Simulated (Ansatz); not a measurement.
Geometry optimisation, Ansatz 0.2.0, RKS r2SCAN-D4/6-31G*.

input.yaml

```yaml
crystal:
  periodic: [false, false, false]
  atoms:
    - { symbol: B, position_ang: [-0.052298, -0.414324, 0.063891] }
    - { symbol: O, position_ang: [-0.166451, -0.543445, 1.43429] }
    - { symbol: H, position_ang: [-1.09912, -0.480968, 1.695275] }
    - { symbol: Cl, position_ang: [1.54649, -0.613511, -0.638368] }
    - { symbol: Cl, position_ang: [-1.490324, -0.310707, -0.962936] }
    - { symbol: "N", position_ang: [0.378616, 2.195172, 0.788575] }
    - { symbol: H, position_ang: [1.344866, 2.450911, 0.589227] }
    - { symbol: H, position_ang: [-0.115771, 3.050075, 1.032952] }
    - { symbol: H, position_ang: [0.405992, 1.589197, 1.629094] }
basis:
  gaussian: { orbitals: "6-31G*" }
hamiltonian:
  xc: r2scan
  dispersion: d4
relax:
  f_tol: 0.03
  max_steps: 50
```

Run as:

```bash
$ ansatz run input.yaml --threads 2 --pin off --max-ram 3072MiB --backend cpu --events-out ev --progress --plain --runs-dir out
```

Task: Where does it end, and by what steps?

Result: The forces met the threshold. After 15 steps the energy has fallen by 0.856 eV; Cl5 moved furthest, 0.84 Å. Joined: B1–N6 (2.74 → 1.63 Å).

| step | energy less start (eV) | largest force component (eV/Å) | accepted |
| --- | --- | --- | --- |
| 0 | 0.0000 | 0.932 | yes |
| 1 | -0.0596 | 0.897 | yes |
| 2 | -0.1185 | 1.274 | yes |
| 3 | -0.2651 | 1.556 | yes |
| 4 | -0.5369 | 0.926 | yes |
| 5 | -0.6340 | 1.443 | yes |
| 6 | -0.7342 | 0.321 | yes |
| 7 | -0.7262 | 1.396 | no |
| 8 | -0.7580 | 0.290 | yes |
| 9 | -0.7858 | 0.288 | yes |
| 10 | -0.8138 | 0.301 | yes |
| 11 | -0.7881 | 0.522 | no |
| 12 | -0.8259 | 0.148 | yes |
| 13 | -0.8421 | 0.123 | yes |
| 14 | -0.8541 | 0.082 | yes |
| 15 | -0.8560 | 0.012 | yes |

```xyz
9
Properties=species:S:1:pos:R:3
B -0.033 0.261 0.391
O -0.591 -0.209 1.584
H -0.922 -1.111 1.477
Cl 1.551 -0.569 -0.164
Cl -1.217 0.478 -1.042
N 0.420 1.775 0.778
H 0.859 2.246 -0.015
H -0.401 2.310 1.070
H 1.085 1.741 1.554
```

Whether the end is a true minimum wasn't checked by a vibrational analysis.

The run took 55 s on 2 threads of Arm Neoverse V2, with other jobs on the host, peak memory 0.16 GiB.
